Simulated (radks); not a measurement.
Problem. Coherent X-ray form factor from a spherical all-electron density. Calculated with a radial shooting solver on a logarithmic mesh with Libxc functionals: Dirac Kohn-Sham, BLYP, spin-unpolarised, spherical densities, finite nucleus; Fermi nuclear charge, rms radius of each element as measured or else 0.836 A^(1/3) + 0.57 fm.

sin(theta)/lambda (1/angstrom),f0 (electrons)
0.05,51.325
0.1,49.461
0.15,46.806
0.2,43.816
0.25,40.842
0.3,38.073
0.4,33.304
0.5,29.365
0.6,26.047
0.8,21.080
1,17.908
1.25,15.173
1.5,12.831
2,8.887

The species is in the configuration that NIST lists as its ground one. Which atom or ion scatters so?

Solution. The caesium ion Cs3+, [Kr] 4d10 5s2 5p4. Extrapolating in s^2 from the first two rows gives f0(0) = 51.9, near the electron count 52; among species with that count, the fall with angle is slower the higher Z, and the table is that of Z = 55; from so few rows the species is fixed only to a neighbour or two.
